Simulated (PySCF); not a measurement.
This script is equivalent to a calculation on Kr²⁺ (krypton, charge +2).

```python
from pyscf import gto, scf, dft, mp, cc
import basis_set_exchange as bse
mol = gto.M(atom="Kr 0 0 0", charge=2, spin=2, symmetry="D2h",
            basis=gto.basis.parse(bse.get_basis("Sapporo-DKH3-DZP-2012", elements=["Kr"], fmt="nwchem", header=False)),
            nucmod="G")
mf = dft.UKS(mol, xc="PBE0").sfx2c1e()
mf.irrep_nelec = {'Ag': (6, 6), 'B1g': (1, 1), 'B2g': (1, 1), 'B3g': (1, 1), 'B1u': (3, 2), 'B2u': (3, 3), 'B3u': (3, 2)}
mf.kernel()
```

**Question.** What total energy does it give?

**Answer.** -2788.252 hartree (calculated).

**Question.** Which occupied shell lies highest, and where?

**Answer.** 4p β, at -31.468 eV.

**Question.** What is ⟨S²⟩, and what would a pure spin state give?

**Answer.** 2.002, against 2.00.
